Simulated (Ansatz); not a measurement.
Ansatz (an electronic-structure program) input:

Ansatz 0.2 input:
```yaml
crystal:
  periodic: [false, false, false]
  atoms:
    - {symbol: B, position_ang: [0.04069829, 0.02907662, 0.00308599]}
    - {symbol: C, position_ang: [1.56291552, -0.19361388, 0.01774621]}
    - {symbol: C, position_ang: [-0.97308882, -1.17918095, -0.11100501]}
    - {symbol: N, position_ang: [-0.44537804, 1.34819634, 0.09438336]}
    - {symbol: H, position_ang: [2.01403936, -1.17790907, -0.04853121]}
    - {symbol: H, position_ang: [2.28411430, 0.61566780, 0.09504411]}
    - {symbol: H, position_ang: [-2.02328967, -0.87676925, -0.10967778]}
    - {symbol: H, position_ang: [-0.79503337, -1.75066455, -1.02744769]}
    - {symbol: H, position_ang: [-0.83139579, -1.88458473, 0.71391501]}
    - {symbol: H, position_ang: [-1.42607739, 1.57380587, 0.09125539]}
    - {symbol: H, position_ang: [0.15283719, 2.15446542, 0.16888148]}
basis:
  gaussian:
    orbitals: cc-pVDZ
magnetization: {spin_polarized: true, initial_magnetization: 1}
correlation: {method: ccsd_t, electrons: outside_noble_gas}
```

Q: Predict the final energy.

A: -159.56485 Eh (CCSD(T)/cc-pVDZ). The basis has 91 functions.

It need not be the lowest isomer of its formula.
